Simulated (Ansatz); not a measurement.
FGaH (`[F][GaH]`) radical at its PBE0-D4/def2-TZVP geometry, where that method's forces vanish. Charge 0, multiplicity 2.

```xyz
3

F     0.7824   -0.1762   -1.2446
Ga   -0.3470    0.5020   -0.0665
H    -0.4354   -0.3258    1.3111
```

Task: What forces (eV/Å) does r2SCAN-D4/def2-TZVPP give on these atoms in Ansatz? (Estimate.)

Result: Ansatz gave: 
```
F1  -0.019  0.004  0.031
Ga2  0.006 -0.023  0.021
H3   0.012  0.019 -0.052
```
